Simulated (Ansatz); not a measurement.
Na₅H₅, relaxed as a singlet with RKS PBE0-D4/def2-SVP in Ansatz, starting from the GFN1-xTB geometry. Force threshold 0.02 eV/Å.

The structure comes from a short search, and lower isomers may exist.

Start:

```xyz
10

Na   -1.853   -2.158    0.378
Na    0.892    2.038   -1.838
Na    0.377   -1.157    2.670
Na    2.163    1.431    1.244
Na   -1.584   -0.160   -2.437
H     1.711    0.202    2.625
H     2.093    2.391   -0.401
H    -1.028   -2.303    2.092
H    -2.310   -1.574   -1.377
H    -0.460    1.291   -2.956
```

Q: Estimate the energy that the relaxation releases and the steps that it takes.

A: 0.39 eV, in 3 steps; 8 s on 4 threads of Arm Neoverse V1 on a shared host. No frequencies were taken in this run, so the end may be a saddle point.

Q: Does the start keep its bonding and symmetry?

A: By distances, no bond broke or formed. The bond that changes most is Na3–H8, from 1.90 to 2.02 Å (atoms count from 1).

Q: Predict the relaxed structure.

A: 
Cartesian coordinates in Å:
```
Na -2.0710 -2.3828 0.4036
Na 1.0060 2.2654 -2.0498
Na 0.4411 -1.2712 2.9228
Na 2.3582 1.5843 1.3851
Na -1.7347 -0.1962 -2.6610
H 1.8018 0.2118 2.7580
H 2.1766 2.4772 -0.4170
H -1.0672 -2.3758 2.1573
H -2.4276 -1.6516 -1.4449
H -0.4832 1.3389 -3.0542
```
Bond lengths (bridged metal pairs left out): 10 × H–Na 2.02 Å.
